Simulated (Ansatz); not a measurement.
Reaction (atomization): `CCCCOC(C)(C)C` → 8 C• + 18 H• + O•

Program: Ansatz. Geometries: PBE0-D4/def2-TZVP. ΔE: electronic, gas phase. CCSD(T)/CBS is the MP2 limit (def2-TZVPP, def2-QZVPP) plus CCSD(T) − MP2 in def2-TZVPP, frozen cores. This one scheme is used for every species, atoms too. For atomizations the MP2-based limit and the directly extrapolated one differ by several kJ/mol either way, and by 10 to 25 for some Ge, Se and Sn compounds, so smaller differences from it don't rank the levels. Functionals use def2-TZVPP. Open shells (•) are unrestricted, without spin–orbit coupling. Spin–orbit coupling would lower the free atoms: a little for C, O. One conformer a species, not always the lowest.

| level | ΔE (kJ/mol) |
| --- | --- |
| r2SCAN-D4 | 10798.4 |
| r2SCANh-D4 | 10757.5 |
| PBE-QIDH | 10761.8 |
| r2SCAN | 10781.4 |
| HF/def2-SVP | 8236.2 |
| CCSD(T)/def2-SVP | 10385.9 |
| HF/def2-TZVPP | 8093.3 |
| HF/CBS(def2) | 8102.3 |

(1) What does CCSD(T)/CBS give? (Best estimate.)

Largest T1 diagnostic among the species: 0.010.

Answers

(1) Computed: +10776.0 kJ/mol. The listed levels differ from it by 22.4, -18.5, -14.2, 5.4, -2539.8, -390.1, -2682.7, -2673.7 kJ/mol.

From r2SCAN to r2SCAN0 (25 % exact exchange), in def2-TZVPP and without D4, ΔE moves by −100.7 kJ/mol: exact exchange takes away binding that semilocal exchange gives to molecules. In def2-TZVPP, CCSD(T) changes the Hartree–Fock value by +2458.4 kJ/mol (the triples alone add +130.0 kJ/mol) and MP2 by +2566.2 kJ/mol; breaking electron pairs costs correlation energy, which Hartree–Fock lacks. Leaving LDA and LC-ωPBE aside and taking each functional with its dispersion term where it has one, the values, not all of them listed here, spread over 436.0 kJ/mol, from BHLYP-D4 to PBE-D4. LDA lies +1340.2 kJ/mol from PBE without D4, its usual overbinding.
